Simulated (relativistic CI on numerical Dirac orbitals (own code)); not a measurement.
**Spin-allowed bands of a d2 ion in an octahedral site, by hand**

Problem. Take Δ = 11500 cm⁻¹ and B = 500 cm⁻¹ for a d2 ion in an octahedral site. Calculate the three spin-allowed bands.

Working.
1. The terms of highest spin are 3F (energy 0) and 3P (15B = 7500 cm⁻¹). Here the F term splits into A2 at +1.2Δ = 13800, T2 at +0.2Δ = 2300 and T1 at −0.6Δ = -6900 cm⁻¹.
2. The two T1 states mix through the element 0.4Δ: H = [[-6900, 4600], [4600, 7500]], with roots ½(H₁₁ + H₂₂) ∓ ½√[(H₂₂ − H₁₁)² + 4H₁₂²] = ½(600) ∓ ½(17088) = -8244 and 8844 cm⁻¹.
3. The ground term is 3T1 at -8244 cm⁻¹.
4. Bands: 3T2 10544 cm⁻¹ (948 nm), 3T1(P) 17088 cm⁻¹ (585 nm), 3A2 22044 cm⁻¹ (454 nm).

Check. Exact diagonalisation of the whole d2 shell with these parameters gives 3T2 10544, 3T1 17088, 3A2 22044 cm⁻¹. The match is exact, since without spin-orbit coupling no other term has this spin. The ratio of the second band to the first, 1.621, depends on Δ/B = 23.0 alone, which is how a Tanabe-Sugano diagram is read.
